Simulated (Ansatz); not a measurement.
Start from `C=C([SiH3])[SeH]` and change one element to get `C=C(O)[SiH3]`.

Ansatz, PBE0-D4/def2-TZVP geometries, multiplicity 1. Each molecule was computed in one conformer, which needn't be the lowest.

Scalar relativity is left out up to krypton.

| property | `C=C([SiH3])[SeH]` |
| --- | --- |
| LUMO energy (ωB97M-V/def2-TZVPP) / eV | 1.39 |
| LUMO energy (B3LYP/def2-TZVPP) / eV | -0.86 |
| HOMO energy (PBE0/def2-TZVPP) / eV | -6.56 |
| LUMO energy (PBE/def2-TZVPP) / eV | -1.61 |
| HOMO–LUMO gap (B3LYP/def2-TZVPP) / eV | 5.48 |
| HOMO energy (PBE/def2-TZVPP) / eV | -5.52 |

(1) What does the change do to each property? (Best estimate.)

Results:

(1) Ansatz gave: 
```csv
property,`C=C(O)[SiH3]`,shift
LUMO energy (ωB97M-V/def2-TZVPP) / eV,1.67,0.28
LUMO energy (B3LYP/def2-TZVPP) / eV,-0.23,0.63
HOMO energy (PBE0/def2-TZVPP) / eV,-6.93,-0.37
LUMO energy (PBE/def2-TZVPP) / eV,-0.97,0.64
HOMO–LUMO gap (B3LYP/def2-TZVPP) / eV,6.48,1.00
HOMO energy (PBE/def2-TZVPP) / eV,-5.74,-0.22
```

With PBE0 the HOMO falls by 0.37 eV and the LUMO rises by 0.66 eV, so the gap widens by about 1.03 eV. PBE moves the HOMO by -0.22 eV and ωB97M-V by -0.49 eV.

B3LYP here is the variant with VWN-RPA as its local correlation; programs differ in this.

Spin–orbit coupling is left out; it splits and shifts lone-pair levels of the heavy atoms by tenths of an eV.
